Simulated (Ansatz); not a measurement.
Basis-set series for `C[Se][SnH3]`. Charge 0, multiplicity 1. Sn takes the def2 core potential. The structure was optimised at the PBE0-D4/def2-TZVP level.

| atom | x (Å) | y (Å) | z (Å) |
| --- | --- | --- | --- |
| C1 | 1.1689 | -0.1814 | -1.2318 |
| Se2 | 1.2271 | -0.6137 | 0.6787 |
| Sn3 | -1.1087 | 0.1565 | 1.2359 |
| H4 | 0.3952 | -0.7593 | -1.7335 |
| H5 | 1.0076 | 0.8848 | -1.3793 |
| H6 | 2.1426 | -0.4575 | -1.6335 |
| H7 | -1.2700 | 1.8050 | 0.8154 |
| H8 | -1.3240 | -0.0746 | 2.9088 |
| H9 | -2.2388 | -0.7598 | 0.3393 |

| functional | basis | functions | energy (Eh) | HOMO (eV) | LUMO (eV) |
| --- | --- | --- | --- | --- | --- |
| PBE0-D4 | def2-TZVPP | 213 | -2657.26087 | -6.46 | -0.63 |
| PBE0-D4 | def2-QZVPP | 408 | -2657.31610 | -6.48 | -0.69 |
| ωB97M-V | def2-TZVPP | 213 | -2657.36366 | -8.61 | 0.95 |
| ωB97M-V | def2-QZVPP | 408 | -2657.41748 | -8.63 | 0.77 |

Q: Give the rows for def2-SVP. (Estimate.)

A: Computed: 
```json
{"functional": "PBE0-D4", "basis": "def2-SVP", "functions": "102", "energy (Eh)": "-2656.90990", "HOMO (eV)": "-6.34", "LUMO (eV)": "-0.37"}
{"functional": "ωB97M-V", "basis": "def2-SVP", "functions": "102", "energy (Eh)": "-2657.00829", "HOMO (eV)": "-8.47", "LUMO (eV)": "1.43"}
```

Positive LUMOs are unbound and depend on the basis. Scalar relativity is left out up to krypton.
